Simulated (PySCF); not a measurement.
Constitutional and geometric isomers with formula C3H5N. All species are isolated molecules in the gas phase. One relaxed conformer stands for each flexible species; it need not be the lowest. Strings in code marks are SMILES.

These are PBE0-D4/def2-TZVP in PySCF 2.14.0 values and carry that method's errors. All candidates: neutral, multiplicity 1. Delta-SCF ions had no search for a lower state. Excitations are Tamm–Dancoff values on a coarser integration grid. The basis has no diffuse functions, so Rydberg states are missing or too high.

```
Item                                       Value
--------------------------------------  --------
vertical ionisation energy (Delta-SCF)   8.18 eV
T1 excitation (TDA)                      4.05 eV
HOMO                                    -6.01 eV
```

**Question.** Identify which member has these values.
(A) `CC=C=N`
(B) `C=C=CN`
(C) `N=C1CC1`
(D) `NC1=CC1`

**Answer.** B, `C=C=CN`. The others give `N=C1CC1`: 9.44 eV, 4.11 eV, -7.10 eV; `CC=C=N`: 8.77 eV, 4.04 eV, -6.50 eV; `NC1=CC1`: 8.06 eV, 4.31 eV, -5.84 eV
